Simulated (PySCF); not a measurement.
**Spinor energies of Bi³⁸⁺ (bismuth, charge +38)**

Start: [Kr] 4d9; 4d3/2 filled at m_j = -1/2, +1/2, +3/2; 4d5/2 filled at m_j = -5/2, -3/2, -1/2, +1/2, +3/2, +5/2. Calculated with PySCF 2.14 in an uncontracted even-tempered set (16 s from 4.3 bohr⁻², ratio 2.8; 14 p from 5.6 bohr⁻², ratio 2.8; 9 d from 5.6 bohr⁻², ratio 2.8; 3 f from 26 bohr⁻², ratio 3): generalised Hartree-Fock with the X2C-1e Hamiltonian and a Gaussian nucleus; one run each with spin-orbit coupling (SO) screened by Boettger's factors, then bare. This is a chosen level, not necessarily the ground level.

```
spinor shell  electrons  ε, screened SO (eV)  ε, bare SO (eV)  weight of nominal j (bare SO)  rms radius, bare SO (bohr)
       1s1/2          2             -92602.8         -92600.4                          1.000                      0.0178
       2s1/2          2             -18108.7         -18107.9                          1.000                      0.0719
       2p1/2          2             -17435.7         -17487.8                          1.000                      0.0605
       2p3/2          4             -15113.6         -15098.5                          1.000                      0.0692
       3s1/2          2              -5639.6          -5639.4                          1.000                       0.182
       3p1/2          2              -5339.8          -5351.6                          1.000                       0.173
       3p3/2          4              -4805.2          -4801.7                          1.000                       0.190
       3d3/2          4              -4321.8          -4331.5                          1.000                       0.166
       3d5/2          6              -4210.6          -4204.6                          1.000                       0.170
       4s1/2          2              -2387.8          -2387.8                          1.000                       0.377
       4p1/2          2              -2248.3          -2251.9                          1.000                       0.377
       4p3/2          4              -2089.4          -2088.3                          1.000                       0.409
       4d3/2          3              -1877.0          -1879.9                          0.999                       0.395
       4d5/2          6              -1844.4          -1842.7                          1.000                       0.404
```

```
   quantity   screened SO       bare SO
E (hartree)  -20709.55505  -20711.90004
        M_J           3/2           3/2
       ⟨J²⟩         3.750         3.750
       ⟨L²⟩         6.141         6.150
       ⟨S²⟩         0.890         0.900
```

Each row is a mean over spinors that exchange with the open shell spreads, by up to 14.694 eV (4p1/2).

Breit and QED terms are absent; they matter most for the inner s and p1/2 levels.

Densities and radii are taken from the X2C orbitals without a picture-change correction, which distorts them close to the nucleus.
